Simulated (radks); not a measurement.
Q: The mean radii <r> (bohr) of the occupied orbitals of an atom or ion are listed with their occupations. Calculated with a radial shooting solver on a logarithmic mesh with Libxc functionals: scalar-relativistic Kohn-Sham, PBEsol, spin-unpolarised, spherical densities, finite nucleus; Fermi nuclear charge, rms radius of each element as measured or else 0.836 A^(1/3) + 0.57 fm.

orbital  occ.      <r>
1s          2  0.01835
2s          2  0.07760
2p          6  0.06945
3s          2   0.2012
3p          6   0.2014
3d         10   0.1824
4s          2   0.4497
4p          6   0.4781
4d         10   0.5114
5s          2    1.064
5p          6    1.236
4f         14   0.6065
5d          3    1.751

Name the element and its charge.

A: Z = 74, tungsten, charge +3: W3+ in [Xe] 4f14 5d3. The 1s radius gives Z: for a bare nucleus <r> = (2 gamma + 1)/(2Z) with gamma = sqrt(1 - (Z/c)^2), 0.01813 bohr for Z = 74, and screening makes it slightly larger (0.01835 here). The occupations add up to 71, and the charge is Z minus that.
